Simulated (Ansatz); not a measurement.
(Br2Al-mu-H)3 (Al3H3Br6), relaxed as a singlet with RKS PBE-D4/def2-SVP in Ansatz, starting from the GFN2-xTB geometry. Force threshold 0.03 eV/Å.

Start:

Cartesian coordinates in Å:
```
Al 0.8321 0.9798 -1.4088
Br 2.9498 1.6202 -1.1387
Br -0.3960 1.2622 -3.2497
H -0.1199 1.3482 0.0335
Al -0.2499 0.6589 1.6594
Br -2.1584 1.4358 2.5075
Br 1.8550 0.6501 2.4164
H -0.4781 -1.0423 1.3767
Al -0.6024 -1.6766 -0.2144
Br -2.5640 -0.8139 -0.8556
Br 0.2654 -3.7239 -0.2137
H 0.6664 -0.6984 -0.9125
```

```
step   energy (eV)  largest force component (eV/Å)  SCF passes
   1  -439998.3856                           0.854          15
   2  -439998.5400                           0.218          18
   3  -439998.5734                           0.099          18
   4  -439998.6010                           0.050          19
   5  -439998.6110                           0.022          18
   6  -439998.6131                           0.075          18
   7  -439998.6139                           0.032          18
   8  -439998.6143                           0.002          19
```

Force components are those of the run's own axes.

End:

Cartesian coordinates in Å:
```
Al 0.7651 0.9077 -1.3783
Br 2.9910 1.1998 -1.1902
Br -0.5076 1.7223 -3.0457
H 0.0090 1.3645 0.0828
Al -0.1791 0.7313 1.6571
Br -2.1811 1.4418 2.3992
Br 1.7674 0.9275 2.7745
H -0.2705 -0.9176 1.2187
Al -0.5629 -1.6885 -0.2723
Br -2.6562 -1.1521 -0.9146
Br 0.3023 -3.7594 -0.1111
H 0.5227 -0.7775 -1.2201
```

By distances, no bond broke or formed. The bond that changes most is H4–Al5, from 1.77 to 1.71 Å (atoms count from 1).

The force fell under the threshold at step 5, but the optimiser went on and released 0.003 eV more. No frequencies were taken in this run, so the end may be a saddle point.

Run time 38 s (4 threads of Arm Neoverse V2 on a shared host).
